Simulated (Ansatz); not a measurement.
Geometry optimisation of `CO[SiH2][SeH]`.

```yaml
crystal:
  periodic: [false, false, false]
  atoms:
    - {symbol: C, position_ang: [0.469991, 1.579615, 0.464803]}
    - {symbol: O, position_ang: [0.715108, 0.218069, 0.161178]}
    - {symbol: Si, position_ang: [-0.419684, -0.754263, -0.605671]}
    - {symbol: Se, position_ang: [0.296400, -2.920258, -0.590556]}
    - {symbol: H, position_ang: [0.444152, 2.215259, -0.451061]}
    - {symbol: H, position_ang: [-0.491306, 1.727189, 1.011488]}
    - {symbol: H, position_ang: [1.291345, 1.949420, 1.112648]}
    - {symbol: H, position_ang: [-1.746879, -0.598991, 0.093602]}
    - {symbol: H, position_ang: [-0.560897, -0.420683, -2.067671]}
    - {symbol: H, position_ang: [0.084770, -3.046457, 0.874140]}
basis:
  gaussian: {orbitals: def2-TZVP}
hamiltonian: {xc: pbe0, dispersion: d4}
relax: {f_tol: 0.005, max_steps: 150}
```

```sh
$ ansatz run in.yaml --threads 4 --pin off --events-out ev --progress --plain
```

Output, abridged:

```
Functional definition: PBE0
mean field -76397.47273820 eV, -2807.5553390618 hartree, gradient 2.6e-5 eV, S^2 0.000000; 0 other end points of the search recorded, 0 dependent functions left out
relax step   1: F+E_penalty+E_count = -76397.64725106 eV  Δ(F+E_penalty+E_count) = +0.000e0 eV  max|allowed force component| = 7.623e-1 eV/Å  Δτ_max = 0.0000 Å  (28 SCF iters, accepted)
mean field -76397.51970916 eV, -2807.5570652130 hartree, gradient 2.1e-5 eV, S^2 0.000000; 0 other end points of the search recorded, 0 dependent functions left out
relax step   2: F+E_penalty+E_count = -76397.69545582 eV  Δ(F+E_penalty+E_count) = -4.820e-2 eV  max|allowed force component| = 4.487e-1 eV/Å  Δτ_max = 0.0391 Å  (32 SCF iters, accepted)
mean field -76397.52735368 eV, -2807.5573461436 hartree, gradient 2.1e-5 eV, S^2 0.000000; 0 other end points of the search recorded, 0 dependent functions left out
relax step   3: F+E_penalty+E_count = -76397.70358241 eV  Δ(F+E_penalty+E_count) = -8.127e-3 eV  max|allowed force component| = 1.299e-1 eV/Å  Δτ_max = 0.0398 Å  (31 SCF iters, accepted)
mean field -76397.53004940 eV, -2807.5574452098 hartree, gradient 2.0e-5 eV, S^2 0.000000; 0 other end points of the search recorded, 0 dependent functions left out
relax step   4: F+E_penalty+E_count = -76397.70618019 eV  Δ(F+E_penalty+E_count) = -2.598e-3 eV  max|allowed force component| = 3.169e-2 eV/Å  Δτ_max = 0.0252 Å  (32 SCF iters, accepted)
mean field -76397.53025531 eV, -2807.5574527768 hartree, gradient 2.0e-5 eV, S^2 0.000000; 0 other end points of the search recorded, 0 dependent functions left out
relax step   5: F+E_penalty+E_count = -76397.70631270 eV  Δ(F+E_penalty+E_count) = -1.325e-4 eV  max|allowed force component| = 2.355e-2 eV/Å  Δτ_max = 0.0037 Å  (33 SCF iters, accepted)
mean field -76397.53039782 eV, -2807.5574580141 hartree, gradient 2.0e-5 eV, S^2 0.000000; 0 other end points of the search recorded, 0 dependent functions left out
relax step   6: F+E_penalty+E_count = -76397.70638376 eV  Δ(F+E_penalty+E_count) = -7.106e-5 eV  max|allowed force component| = 3.532e-3 eV/Å  Δτ_max = 0.0125 Å  (32 SCF iters, accepted)
mean field -76397.53039782 eV, -2807.5574580141 hartree, gradient 2.0e-5 eV, S^2 0.000000; 1 other end points of the search recorded, 0 dependent functions left out
Total energy: -76397.70641593 eV, -2807.5639265603 hartree
Atom 0 at     0.459479     1.568173     0.455758 Å, force     0.001332     0.001667     0.000118 eV/Å
Atom 1 at     0.708362     0.213620     0.148829 Å, force    -0.002728    -0.002239    -0.000262 eV/Å
Atom 2 at    -0.400271    -0.737659    -0.594115 Å, force     0.000409    -0.003532    -0.001451 eV/Å
Atom 3 at     0.296759    -2.888671    -0.578070 Å, force    -0.002264     0.002021     0.000742 eV/Å
Atom 4 at     0.431134     2.182858    -0.450613 Å, force     0.001061     0.001938     0.000058 eV/Å
Atom 5 at    -0.487822     1.693410     0.993273 Å, force    -0.000151     0.001533     0.001039 eV/Å
Atom 6 at     1.269786     1.925985     1.092508 Å, force    -0.001609     0.000110    -0.000828 eV/Å
Atom 7 at    -1.706947    -0.591166     0.101035 Å, force     0.000608     0.000348     0.001304 eV/Å
Atom 8 at    -0.551887    -0.390809    -2.031487 Å, force     0.001835    -0.000577     0.000561 eV/Å
Atom 9 at     0.064408    -3.026842     0.865782 Å, force     0.001508    -0.001267    -0.001282 eV/Å
Dipole moment:    -0.143659     0.332936     0.152153 e Å
```

Run time 24 s (4 threads of a server CPU on a shared host); peak host memory 0.49 GiB.
